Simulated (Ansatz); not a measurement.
`B[O][AlH][BH2]`. The species carries charge 0 and has multiplicity 1. The structure was optimised at the PBE0-D4/def2-TZVP level. It is one conformer, not always the lowest.

```xyz
9

B    -1.273   -1.636   -0.848
O    -0.764   -0.681   -0.073
Al   -0.103    0.535    0.902
B     1.649    1.497    0.194
H    -2.092   -1.351   -1.685
H    -0.908   -2.776   -0.708
H    -0.874    0.827    2.256
H     1.614    2.479   -0.495
H     2.752    1.107    0.457
```

Question: What is the dipole moment at PBE/def2-TZVPP? (Best estimate.)

Answer: Ansatz gave: 1.51 D, with components (0.90, 1.10, 0.51) D in this frame, pointing from negative to positive charge.

Question: And with r2SCAN, B3LYP, ωB97M-V? (Estimate.)

Answer: Ansatz gave: r2SCAN 1.44 D, B3LYP 1.44 D, ωB97M-V 1.44 D.

Question: Give the Mulliken charges with PBE, r2SCAN, B3LYP in def2-TZVPP. (Best estimate.)

Answer: Computed: 
```
atom    PBE  r2SCAN  B3LYP
  B1   0.10    0.19   0.11
  O2  -0.20   -0.34  -0.28
 Al3   0.28    0.44   0.33
  B4  -0.10   -0.08  -0.11
  H5  -0.03   -0.04  -0.01
  H6  -0.03   -0.04  -0.01
  H7  -0.11   -0.15  -0.14
  H8   0.04    0.01   0.05
  H9   0.04    0.01   0.05
```

B3LYP here is the variant with VWN-RPA as its local correlation; programs differ in this.
